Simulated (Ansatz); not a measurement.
Ansatz (a first-principles code) input (PBE0/def2-QZVPP):
A basis named .json is the Basis Set Exchange file of that set.

Ansatz 0.2 input:
```yaml
crystal:
  periodic: [false, false, false]
  atoms:
    - {symbol: Os, position_ang: [-0.00000000, -0.00000000, -0.15871225]}
    - {symbol: O, position_ang: [0.00000000, 0.00000000, 1.50776638]}
basis:
  gaussian:
    orbitals: def2-QZVPP.json
hamiltonian:
  xc: {name: PBE0}
magnetization: {spin_polarized: true, initial_magnetization: 2}
```

End of the output:

```
integrals: 0.04 GiB planned
669 factors; their error is unknown
mean field: 0.57 GiB planned
mean field evaluation 1: about -4504.6838 eV, gradient 3.8e1 eV
mean field evaluation 2: about -4429.8362 eV, gradient 1.4e2 eV
mean field evaluation 4: about -4509.6102 eV, gradient 8.8e0 eV
mean field evaluation 8: about -4510.1385 eV, gradient 1.3e0 eV
mean field evaluation 16: about -4510.3036 eV, gradient 2.6e-1 eV
mean field evaluation 32: about -4510.3268 eV, gradient 2.9e-5 eV
mean field evaluation 64: about -4504.6838 eV, gradient 3.8e1 eV
mean field evaluation 96: about -4510.1630 eV, gradient 1.6e0 eV
mean field -4510.35203802 eV, -165.7523801708 hartree, gradient 3.6e-6 eV, S^2 2.329795; 10 other end points of the search recorded, 0 dependent functions left out
reference -4510.35206623 eV, -165.7523812074 hartree; 13, 11 occupied and 132, 134 virtual orbitals, 669 factors
Total energy: -4510.35206623 eV, -165.7523812074 hartree
```

The spin state was set by rule; other spins were not relaxed.

The determinant is spin-contaminated: <S^2> is 2.33 against 2.00 for a pure state.
